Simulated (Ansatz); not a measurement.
One change: `FC(F)C(F)(F)C(F)C(F)(F)F` becomes `FC(F)C(F)(F)C(F)F`.

Ansatz, PBE0-D4/def2-TZVP geometries, multiplicity 1. Each molecule was computed in one conformer, which needn't be the lowest.

```csv
property,`FC(F)C(F)(F)C(F)C(F)(F)F`
size of the dipole moment (ωB97M-V/def2-TZVPP) / D,1.54
HOMO energy (PBE/def2-TZVPP) / eV,-8.34
HOMO energy (ωB97M-V/def2-TZVPP) / eV,-12.59
zero-point energy (PBE0-D4/def2-TZVP) / kJ/mol,187.6
HOMO–LUMO gap (B3LYP/def2-TZVPP) / eV,10.18
HOMO–LUMO gap (PBE/def2-TZVPP) / eV,7.70
```

Give the same properties after the change, and the shifts. (Estimate.)

Ansatz gave: 
```csv
property,`FC(F)C(F)(F)C(F)F`,shift
size of the dipole moment (ωB97M-V/def2-TZVPP) / D,1.53,-0.01
HOMO energy (PBE/def2-TZVPP) / eV,-8.09,0.25
HOMO energy (ωB97M-V/def2-TZVPP) / eV,-12.31,0.28
zero-point energy (PBE0-D4/def2-TZVP) / kJ/mol,154.4,-33.2
HOMO–LUMO gap (B3LYP/def2-TZVPP) / eV,10.47,0.29
HOMO–LUMO gap (PBE/def2-TZVPP) / eV,8.01,0.31
```

With PBE0 the HOMO rises by 0.27 eV and the LUMO rises by 0.58 eV, so the gap widens by about 0.31 eV. PBE moves the HOMO by 0.25 eV and ωB97M-V by 0.28 eV. The zero-point energy changes by -33.2 kJ/mol with -9 modes. Dipoles are sizes alone; their direction can turn.

Positive LUMOs are unbound, so they and the gaps depend on the basis.

B3LYP here is the variant with VWN-RPA as its local correlation; programs differ in this.
